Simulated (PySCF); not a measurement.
Mg(F)(Et), SMILES C[CH2][Mg][F] (C2H5FMg), singlet, CAM-B3LYP/def2-SVP optimised geometry.

```
9

Mg     1.06     0.39     0.00
F      2.82     0.39     0.00
C     -1.03     0.39    -0.01
C     -1.71    -0.38     1.12
H     -1.36     0.00    -0.98
H     -1.36     1.45     0.00
H     -1.45     0.02     2.12
H     -1.44    -1.45     1.13
H     -2.82    -0.34     1.05
```

Density from PySCF 2.14.0 with CAM-B3LYP/def2-TZVP at that geometry.

Minimum of the electron density along straight lines between bonded atoms, close to the bond critical point (lines longer than 1.1 times the sum of covalent radii, or with two minima, are not listed):

```csv
bond,length / Å,ρ at the minimum / e bohr⁻³,∇²ρ there / e bohr⁻⁵,position (fraction from the first atom)
Mg1–F2,1.759,0.081,0.73,0.45
Mg1–C3,2.084,0.059,0.24,0.42
C3–C4,1.534,0.238,-0.57,0.49
C3–H5,1.104,0.265,-0.86,0.64
C3–H6,1.105,0.265,-0.86,0.64
C4–H7,1.102,0.272,-0.91,0.64
C4–H8,1.102,0.272,-0.91,0.64
C4–H9,1.104,0.271,-0.91,0.64
```
